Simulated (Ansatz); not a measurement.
The pair A = HF (SMILES F) (first 2 atoms), B = H2 (SMILES [H][H]); geometry from B3LYP-D3(BJ)/def2-TZVP.
(charge 0, multiplicity 1):
```xyz
4

F     -0.082     0.194    -0.504
H     -0.069     0.099     0.418
H     -0.091    -0.460     2.309
H      0.008     0.277     2.380
```

Correlated levels freeze the cores.

Codes used: Ansatz (Gaussian orbitals). 

The counterpoise-corrected interaction energy is E(AB) − E(A in the pair's basis) − E(B in the pair's basis). Total energies (hartree):

```json
[
 {"level": "HF/aug-cc-pVTZ", "AB": "-101.1939739", "A in the pair's basis": "-100.0605967", "B in the pair's basis": "-1.1329710"},
 {"level": "CCSD(T)/aug-cc-pVTZ", "AB": "-101.5240434", "A in the pair's basis": "-100.3497927", "B in the pair's basis": "-1.1726740"},
 {"level": "HF/aug-cc-pVQZ", "AB": "-101.2018449", "A in the pair's basis": "-100.0680266", "B in the pair's basis": "-1.1334025"},
 {"level": "CCSD(T)/aug-cc-pVQZ", "AB": "-101.5529636", "A in the pair's basis": "-100.3774337", "B in the pair's basis": "-1.1738689"}
]
```

Problem. Work out the counterpoise-corrected interaction energy at the basis-set limit: extrapolate the CCSD(T) correlation part as X⁻³, take Hartree–Fock from the larger set.

Solution. 
1. Differences (1 hartree = 627.509 kcal/mol): HF/aug-cc-pVTZ -0.255; CCSD(T)/aug-cc-pVTZ -0.989; HF/aug-cc-pVQZ -0.261; CCSD(T)/aug-cc-pVQZ -1.042.
2. Correlation parts, CCSD(T) less HF: -0.735 in aug-cc-pVTZ (X = 3), -0.781 in aug-cc-pVQZ (X = 4).
3. Limit (4³·(-0.781) − 3³·(-0.735))/(4³ − 3³) = -0.815; with HF/aug-cc-pVQZ it gives -1.076.
Result: -1.08 kcal/mol, against -0.99 at CCSD(T)/aug-cc-pVTZ. It is an estimate of this method's limit, not of the exact value.

Ansatz is a quantum-chemistry and plane-wave program.
